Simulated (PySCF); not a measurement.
**SMILES C=C=CS(=O)(=O)C(F)(F)F, C₄H₃F₃O₂S**

Geometry:
```
atom   x (Å)   y (Å)   z (Å)
  C1   2.560  -0.293  -0.395
  C2   1.545  -0.052   0.364
  C3   0.486   0.226   1.050
  S4  -0.891   0.992   0.208
  O5  -0.469   1.696  -0.958
  O6  -1.764   1.620   1.145
  C7  -1.798  -0.559  -0.415
  F8  -2.106  -1.340   0.622
  F9  -0.986  -1.251  -1.216
 F10  -2.905  -0.266  -1.076
 H11   3.362   0.417  -0.506
 H12   2.652  -1.222  -0.932
 H13   0.309   0.030   2.090
```

Computed, not measured: quadratic response BHandHLYP/def2-SVPD first hyperpolarisability, Taylor convention, gas phase (PySCF 2.14.0). Geometry: GFN2-xTB.

**Question.** Give β for the processes computed.

**Answer.** In au, Taylor convention; the vector part is βᵢ = ⅓ Σⱼ (βᵢⱼⱼ + βⱼᵢⱼ + βⱼⱼᵢ); β∥ is 3/5 of the vector part along the dipole, the dipole points from − to +:
| process | λ (nm) | β vector norm | β∥ | β HRS | depolarisation ratio |
| --- | --- | --- | --- | --- | --- |
| static β(0;0,0) | ∞ | 194.8 | -100.8 | 73.4 | 7.47 |
| second harmonic β(−2ω;ω,ω) | 1064 | 218.0 | -113.3 | 82.4 | 7.28 |
| Pockels β(−ω;ω,0) | 1064 | 202.0 | -104.7 | – | – |

**Question.** Which lowest excitations, dipole and polarisabilities go with it?

**Answer.** S1 5.55 eV (f = 0.001); S2 6.36 eV (f = 0.000); S3 7.08 eV (f = 0.025); dipole 5.09 D; isotropic α 77.8 au static, 78.5 au at 1064 nm, 80.8 au at 532 nm.
